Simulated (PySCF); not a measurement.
Identify the unknown among the candidates.

All candidates are C3H11N3Si2.

| technique | computed result |
| --- | --- |
| 1H NMR | chemical shifts (computed TMS as zero) by class: 5.24 (1 H), 4.97 (1 H), 4.37 (1 H), 2.77 (1 H), 2.69 (3 H), 2.25 (1 H), 0.30 (1 H), 0.05 (2 H) ppm [GIAO PBE0/pcSseg-1] |
| Rotational structure | rotational constants A, B, C: 1.790, 0.762, 0.623 GHz [GFN2-xTB] |
| Dipole | 3.32 D [PBE0/pcSseg-1] |
| 13C NMR | chemical shifts (computed TMS as zero) by class: 125.4 (1 C), 43.8 (1 C), 41.9 (1 C) ppm [GIAO PBE0/pcSseg-1] |
| NMR, other nuclei | isotropic shieldings of nuclei other than C and H, by class: -100 (1 N), 227 (1 N), 272 (1 N), 404 (1 Si), 413 (1 Si) ppm [GIAO PBE0/pcSseg-1] |

Electronic properties: PySCF, gas phase, density fitting. Levels stand in brackets. The structure is a single GFN2-xTB conformer in the gas phase; no vibrational or solvent corrections. Each NMR value is the plain mean over a class of atoms that symmetry, rotation or inversion makes alike.

Problem. Which candidate is it?
A. `C=N/C=N/[SiH2]N(C)[SiH3]`
B. `CNC[Si@@H](C#N)[SiH2]N`
C. `N#C[SiH2]CCN[SiH2]N`
D. `C[SiH2]NC[Si@@H](N)C#N`

Solution. B. It is `CNC[Si@@H](C#N)[SiH2]N`. Numbering: `[CH3:1][NH:2][CH2:3][Si@@H:4]([C:5]#[N:6])[SiH2:7][NH2:8]`. Its formula, C3H11N3Si2, gives 2 degrees of unsaturation: 0 rings and 2 π bonds in the structure found. 3 carbons fall into 3 classes; from least to most shielded: cyano carbon [C5] (125.4 ppm), N-methyl carbon [C1] (43.8 ppm), sp3 carbon bound to nitrogen [C3] (41.9 ppm). Hydrogen classes from least to most shielded: 1 H on an SiH2 silicon, Si7 (5.24 ppm), 1 H on an SiH2 silicon, Si7 (4.97 ppm), 1 H on an SiH silicon, Si4 (4.37 ppm), 1 H on an sp3 carbon bound to nitrogen, C3 (2.77 ppm), 3 H on an N-methyl carbon, C1 (2.69 ppm, a mean of values up to 0.6 ppm apart in this geometry), 1 H on an sp3 carbon bound to nitrogen, C3 (2.25 ppm), 1 H on a secondary amine nitrogen, N2 (0.30 ppm), 2 H on a silicon-bound nitrogen, N8 (0.05 ppm). The other shieldings belong to: -100 ppm, cyano nitrogen [N6]; 227 ppm, secondary amine nitrogen [N2]; 272 ppm, silicon-bound nitrogen [N8]; 404 ppm, SiH2 silicon [Si7]; 413 ppm, SiH silicon [Si4]. The optimised geometry has point group C1 and is an asymmetric top.

The others, at the same levels:
- `C[SiH2]NC[Si@@H](N)C#N` fails: its computed 13C shifts are 126.2 (1 C), 32.6 (1 C), -5.9 (1 C) ppm, 1H shifts are 5.13 (1 H), 5.07 (1 H), 4.69 (1 H), 3.15 (1 H), 2.65 (1 H), 0.68 (2 H), 0.34 (3 H), 0.08 (1 H) ppm and rotational constant A is 3.044 GHz (against 1.790 GHz).
- `N#C[SiH2]CCN[SiH2]N` fails: its computed 13C shifts are 123.5 (1 C), 40.6 (1 C), 19.2 (1 C) ppm, 1H shifts are 5.12 (2 H), 4.43 (2 H), 3.40 (2 H), 1.53 (2 H), 0.13 (2 H), -0.17 (1 H) ppm and rotational constant A is 3.539 GHz (against 1.790 GHz).
- `C=N/C=N/[SiH2]N(C)[SiH3]` fails: its computed 13C shifts are 161.5 (1 C), 150.3 (1 C), 33.7 (1 C) ppm, 1H shifts are 8.92 (1 H), 7.78 (1 H), 7.32 (1 H), 5.25 (2 H), 4.65 (3 H), 2.80 (3 H) ppm and rotational constant A is 2.748 GHz (against 1.790 GHz).

Each candidate is one conformer, not necessarily the lowest. Dipoles, sizes and rotational constants follow the conformer. The torsions of the flexible species, by atom-mapped SMILES:
- `[CH3:1][NH:2][CH2:3][Si@@H:4]([C:5]#[N:6])[SiH2:7][NH2:8]`: C1–N2–C3–Si4 180°, N2–C3–Si4–C5 69°, C3–Si4–Si7–N8 -57°, H–N8–Si7–Si4 -47°, H–N8–Si7–Si4 174°
- `[CH3:1][SiH2:2][NH:3][CH2:4][Si@@H:5]([NH2:6])[C:7]#[N:8]`: C1–Si2–N3–C4 49°, Si2–N3–C4–Si5 79°, N3–C4–Si5–N6 38°, H–N6–Si5–C4 167°, H–N6–Si5–C4 -53°
- `[CH2:1]=[N:2]/[CH:3]=[N:4]/[SiH2:5][N:6]([CH3:7])[SiH3:8]`: C1–N2–C3–N4 -72°, C3–N4–Si5–N6 126°, N4–Si5–N6–C7 167°

The conformers of `N#C[SiH2]CCN[SiH2]N` aren't listed.
